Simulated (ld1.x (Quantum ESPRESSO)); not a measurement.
# cobalt: one change to an RRKJ potential, before and after

cobalt (Co), norm-conserving RRKJ (Kleinman–Bylander form), made with ld1.x (Quantum ESPRESSO) 7.5 (PBE, scalar-relativistic). Core [Ar], reference 3d7 4s1.75 4p0.25. Waves: 4p (bound): rc 2.40 bohr; 3d (bound): rc 1.80 bohr; 4s (bound): rc 1.70 bohr. Local part: the s channel. Core correction: none.

All-electron outer shells of the reference configuration (PBE, scalar-relativistic, ld1.x):

| shell | level (eV) | outermost node (bohr) | outermost maximum (bohr) |
| --- | --- | --- | --- |
| 3s | -102.91 | 0.31 | 0.66 |
| 3p | -66.14 | 0.28 | 0.68 |
| 3d | -8.69 | – | 0.66 |
| 4s | -5.79 | 0.96 | 2.32 |
| 4p | -1.52 | 1.05 | 3.21 |

Change: core correction a·sin(br)/r model core inside 0.86 bohr.

Cutoffs: the cutoffs (Ry, on a coarse ladder) from which the occupation-weighted sum of valence levels, in a spherical-Bessel basis at the reference potential, stays within 10 and 1 mRy of its value at 400 Ry; they do not see the model core or the augmentation charge, which bear on the density cutoff. Errors are all-electron minus pseudo energies relative to the spin-unpolarised reference configuration.

What does the change do?

The potential gets neither clearly harder nor softer (55 Ry and 90 Ry → 55 Ry and 90 Ry); of the 7 tests that both files solve, the error grows in 2 and shrinks in 4 by more than 15 % and 0.3 meV (median size 17.9 → 6.2 meV); neither file shows a bound ghost. A model core, the more so a compact one, raises the density cutoff, which this test does not measure.

| quantity | base | changed |
| --- | --- | --- |
| cutoff, loose | 55 Ry | 55 Ry |
| cutoff, tight | 90 Ry | 90 Ry |
| bound ghosts | none | none |
| error for 3d7 4s2 4p0, meV [ΔE -1.06 eV] | +0.3 | +0.1 |
| error for 3d7 4s1 4p0, meV [ΔE 7.97 eV] | +7.8 | -1.5 |
| error for 3d7 4s0 4p0, meV [ΔE 24.76 eV] | +80 | -19 |
| error for 3d7 4s0 4p1, meV [ΔE 13.34 eV] | +21 | -6.2 |
| error for 3d8 4s0 4p0, meV [ΔE 5.41 eV] | -70 | -139 |
| error for 3d6 4s2 4p0, meV [ΔE 14.12 eV] | -18 | -66 |
| error for 3d7 4s1 4p1, meV [ΔE 3.29 eV] | +1.7 | -0.7 |
| s: phases at 2.61 bohr within 0.05 rad from the reference energy up to (Ry; the scan ends near 5) | 2.2 | 2.2 |
| p: phases at 2.61 bohr within 0.05 rad from the reference energy up to (Ry; the scan ends near 5) | 4.8 | 4.8 |
| d: phases at 2.61 bohr within 0.05 rad from the reference energy up to (Ry; the scan ends near 5) | 0.5 | 0.5 |
